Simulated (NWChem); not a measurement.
Species: SiHCl2, doublet; SMILES Cl[SiH]Cl

```xyz
4

Cl    -0.3806    -0.0096     1.6935
Si     0.7926     0.1163     0.0000
Cl    -0.3806    -0.0096    -1.6935
H      1.7332    -1.0474     0.0000
```
Atoms are numbered in this order, from 1.

Level: PBE0/def2-SVP, spin-unrestricted (NWChem), optimised geometry, unscaled harmonic frequencies. In the optimisation the excess spin sits in a' (Cs, its own frame).

```tsv
frequency (cm⁻¹)	IR intensity (km/mol)
177	2.9
523	46.0
588	119.2
655	40.6
751	98.0
2192	85.6
```

```
Item                                                                                                 Result
-----------------------------------------------------------------------------------------  ----------------
zero-point energy                                                                              7.0 kcal/mol
thermal correction to the enthalpy at 298.15 K (with zero-point energy)                       10.1 kcal/mol
heat capacity Cv                                                                           11.7 cal/(mol K)
entropy at 298.15 K and 1 atm (symmetry number 1, electronic part: spin degeneracy alone)  70.8 cal/(mol K)
dipole moment                                                                                        1.22 D
```

Rigid rotor and harmonic oscillator.
